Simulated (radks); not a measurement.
Be, configuration [He] 2s2 (the NIST ground configuration).

All-electron calculation, non-relativistic Kohn-Sham, r2SCAN, spin-polarised, spherical densities, point nucleus; meta-GGA in the generalised Kohn-Sham scheme. Program: a radial shooting solver on a logarithmic mesh with Libxc functionals.

Energy parts (hartree):
| part | energy |
|---|---|
| total | -14.64909 |
| kinetic | 14.58215 |
| electron-nucleus | -33.65302 |
| Hartree | 7.16371 |
| exchange-correlation | -2.74193 |

Orbitals (lengths in bohr, moments of r in powers of bohr; r(90%) holds 90 % of the orbital's charge):
orbital  occ.  eigenvalue (hartree)  r(90%)   <1/r>
1s          2              -3.99162   0.753   3.673
2s          2              -0.21115    4.15  0.5341

The highest occupied level is 2s at -5.746 eV. The density falls to 0.001 e/bohr^3 at r = 4.15 bohr.
